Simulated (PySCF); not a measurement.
Species: `O[SiH](O)[C@@H]1C[Si@@H]1C(F)(F)F`. The columns A, B, C and D hold Mulliken, IAO, Hirshfeld and ESP-fitted charges (e) of one PBE0/pcSseg-1 density (PySCF), in a shuffled order. Coordinates in Å (GFN2-xTB); the density's dipole moment is (-0.42, 2.53, 2.11) D.

```tsv
atom	x	y	z	A	B	C	D
O1	1.846	-1.271	-0.726	-0.630	-0.557	-0.301	-0.792
Si2	1.839	0.276	-0.284	+0.761	+1.167	+0.455	+1.345
O3	1.634	1.174	-1.626	-0.671	-0.556	-0.314	-0.798
C4	0.445	0.656	0.959	-0.395	-0.801	-0.214	-0.690
C5	-0.180	-0.526	1.752	-0.359	-0.420	-0.162	-0.507
Si6	-1.401	0.417	0.692	+0.096	+0.631	+0.312	+0.754
C7	-1.941	-0.456	-0.954	+0.362	+0.556	+0.173	+0.556
F8	-2.079	0.410	-1.979	-0.154	-0.273	-0.106	-0.282
F9	-3.140	-1.064	-0.829	-0.158	-0.273	-0.105	-0.282
F10	-1.085	-1.406	-1.383	-0.143	-0.289	-0.080	-0.283
H11	1.232	-1.607	-1.376	+0.434	+0.255	+0.163	+0.371
H12	3.142	0.458	0.338	-0.123	-0.144	-0.087	-0.174
H13	1.549	2.121	-1.596	+0.414	+0.242	+0.179	+0.371
H14	0.675	1.501	1.599	+0.184	+0.171	+0.041	+0.165
H15	-0.202	-0.418	2.827	+0.178	+0.153	+0.047	+0.161
H16	0.160	-1.510	1.455	+0.144	+0.164	+0.044	+0.166
H17	-2.503	1.257	1.121	+0.061	-0.025	-0.046	-0.081
```

Which column most likely holds the ESP-fitted charges?

A. Σ q r misses the density's dipole by 0.07 D (A), 1.40 D (C), 1.56 D (B), 2.38 D (D). Charges fitted to the outside potential are the only set here that is tied to the molecule's multipoles.

And the Hirshfeld charges?

C. The mean sizes are 0.166 e (C), 0.310 e (A), 0.393 e (B), 0.458 e (D), and Hirshfeld charges are commonly the smallest of these schemes.

As computed, A = ESP-fitted, B = Mulliken, C = Hirshfeld, D = IAO. Hydrogens on carbon: ESP-fitted +0.14 to +0.18, Mulliken +0.15 to +0.17, Hirshfeld +0.04 to +0.05, IAO +0.16 to +0.17 e.

The IAO scheme projects the occupied orbitals on a minimal set of polarised atomic orbitals and counts the electrons in each atom's part of it. The ESP scheme fits charges at the nuclei, held to the total charge, to the electrostatic potential on points at 1.4 to 2.0 times the van der Waals radii.

Isolated species at its GFN2-xTB geometry (one conformer only).

Shape of the structure used: `[OH:1][SiH:2]([OH:3])[C@@H:4]1[CH2:5][Si@@H:6]1[C:7]([F:8])([F:9])[F:10]`: O1–Si2–C4–C5 20°, C5–Si6–C7–F8 -142°, H–O1–Si2–O3 -42°, H–O3–Si2–O1 176°.
